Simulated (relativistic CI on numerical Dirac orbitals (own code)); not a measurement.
Hyperfine structure of Au XXV, mass number 197

Method of calculation: Dirac-Coulomb-Breit CI, KLI orbitals optimised for each configuration, a model potential for QED, unscaled Slater integrals (own radial code, finite nucleus).

Configuration list (outside the closed core [Ar] 3d10 4d10): 4s2 4p6 4f9, 4s2 4p6 4f8 5s, 4s2 4p6 4f7 5s2, 4s2 4p5 4f10, 4s2 4p6 4f8 6s, 4s 4p6 4f10, 4p6 4f11. Levels of other configurations are missing.

Nuclear spin I = 3/2, μ = 0.1452 μN, Q = 0.547 b (tables of Stone and Pyykkö). The electronic factors are computed for point nuclear moments, without core polarisation or the Bohr-Weisskopf and QED corrections.

```csv
Level,E (cm⁻¹),A (MHz),B (MHz)
4s2 4p6 4f9 6H°_15/2,0.0,232.9,2890
4s2 4p6 4f9 6H°_13/2,22817.2,235.2,2390
4s2 4p6 4f9 6H°_9/2,40094.6,272.2,1570
4s2 4p6 4f9 6F°_7/2,42975.6,254.7,-331
4s2 4p6 4f9 6H°_7/2,46083.1,318.9,1750
4s2 4p6 4f9 6F°_5/2,52413.2,294.9,1050
4s2 4p6 4f9 6F°_1/2,54931.0,845,
```

Levels with J = 0, under 50 % of one LS term, or S terms without an open s electron are left out. Small factors come from cancelling terms and can be off by tens of per cent or more.

At this charge energies of transitions that change n are usually good to better than 1 %, and those within a shell (Δn = 0) to a few per cent. Terms inside the open d or f shell come out 10 to 20 % too wide with unscaled integrals.

Task: Give the hyperfine levels of 4s2 4p6 4f9 6H°_7/2 relative to its centre of gravity.

Result: With K = F(F + 1) − I(I + 1) − J(J + 1), E = AK/2 + B[¾K(K + 1) − I(I + 1)J(J + 1)]/[2I(2I − 1)J(2J − 1)]: F = 2: -1214, F = 3: -1509, F = 4: -734, F = 5: 2112 MHz.

LS names give the leading component of a level, which can be under half, so a name can repeat, a term be missing and a line seem to break the LS rules.
